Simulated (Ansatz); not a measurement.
One change: `CN[SiH](F)OC` becomes `CO[SiH](F)S[SiH2]F`.

Ansatz, PBE0-D4/def2-TZVP geometries, multiplicity 1. Each molecule was computed in one conformer, which needn't be the lowest.

```tsv
property	`CN[SiH](F)OC`
size of the dipole moment (ωB97M-V/def2-TZVPP) / D	0.97
HOMO–LUMO gap (PBE0/def2-TZVPP) / eV	8.18
HOMO–LUMO gap (ωB97M-V/def2-TZVPP) / eV	12.04
HOMO–LUMO gap (B3LYP/def2-TZVPP) / eV	7.63
LUMO energy (B3LYP/def2-TZVPP) / eV	0.72
size of the dipole moment (PBE/def2-TZVPP) / D	1.02
```

Task: What does the change do to each property? (Estimate.)

Result: Computed: 
```
                                          property  `CO[SiH](F)S[SiH2]F`  shift
size of the dipole moment (ωB97M-V/def2-TZVPP) / D                  1.76   0.79
              HOMO–LUMO gap (PBE0/def2-TZVPP) / eV                  7.99  -0.19
           HOMO–LUMO gap (ωB97M-V/def2-TZVPP) / eV                 11.95  -0.09
             HOMO–LUMO gap (B3LYP/def2-TZVPP) / eV                  7.53  -0.10
               LUMO energy (B3LYP/def2-TZVPP) / eV                 -0.45  -1.17
    size of the dipole moment (PBE/def2-TZVPP) / D                  1.62   0.60
```

With PBE0 the HOMO falls by 1.10 eV and the LUMO falls by 1.30 eV, so the gap narrows by about 0.20 eV. PBE moves the HOMO by -1.27 eV and ωB97M-V by -0.92 eV. Dipoles are sizes alone; their direction can turn.

B3LYP here is the variant with VWN-RPA as its local correlation; programs differ in this.
